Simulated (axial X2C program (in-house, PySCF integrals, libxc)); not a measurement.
# Bond lengths and stretching modes, held linear, of ZrCN⁺

Computed with an in-house all-electron X2C program for linear molecules (integrals from PySCF): two-component X2C with atomic mean-field Coulomb and Gaunt terms, Gaussian nuclei, basis Zr dyall-v3z, C dyall-v3z, N dyall-av3z with contracted cores. Spin-free rows use the one-electron spin-free X2C Hamiltonian.

Masses Zr 89.905, C 12.000, N 14.003 u. States: 2c Ω = 2 (beyond evenly filled blocks: ω = 1/2, ω = 3/2); spin-free M_S = 1, Λ = 2 (beyond evenly filled blocks: σα, δ+α).

HF, 2c: energies above the lowest point

| r(Zr–C) (Å) | r(C–N) (Å) | E (meV) |
| --- | --- | --- |
| 2.0748 | 1.1349 | 155.32 |
| 2.0748 | 1.1640 | 172.05 |
| 2.0748 | 1.1931 | 255.53 |
| 2.1280 | 1.1349 | 52.12 |
| 2.1280 | 1.1640 | 77.08 |
| 2.1280 | 1.1931 | 169.96 |
| 2.1280 | 1.2222 | 306.23 |
| 2.1812 | 1.1349 | 0.00 |
| 2.1812 | 1.1640 | 31.91 |
| 2.1812 | 1.1931 | 133.23 |
| 2.2344 | 1.1640 | 28.68 |
| 2.2344 | 1.2222 | 289.03 |

Problem. Fit a quadratic surface with cubic terms in each bond: where is the minimum, and what are the two stretching wavenumbers?

Solution. At HF, 2c: bonds 2.225 and 1.136 Å; harmonic stretches 398.3 and 2107.0 cm⁻¹; force constants 1.89, 17.2 and coupling 0.83 mdyn/Å.

The other levels and Hamiltonians give:

```tsv
Hamiltonian	level	r(Zr–C) (Å)	r(C–N) (Å)	lower stretch (cm⁻¹)	upper stretch (cm⁻¹)
2c	PBE0	2.126	1.163	440.3	2196.3
2c	TPSSh	2.127	1.170	437.6	2132.6
spin-free	PBE0	2.131	1.162	456.5	2236.1
spin-free	HF	2.210	1.131	399.4	1958.2
spin-free	TPSSh	2.139	1.168	451.2	2180.8
```

Each state is one determinant, the lowest of a limited PBE0 search; the stretches come from a fit to these few points and carry an uncertainty of a few per cent. Other orders of the atoms were not compared. Left out for rough or failed fits: MP2 2c, MP2 spin-free. The molecule was held linear; bending was not examined, so a bent shape may lie lower. Open-shell Ω = 0 determinants with evenly filled partner blocks cannot be reached by this program, so the Ω shown need not be the lowest component. Note: functional without a current term on a determinant with orbital currents, of the molecule or an atom. Note: several unpaired electrons, one determinant need not be a pure state.
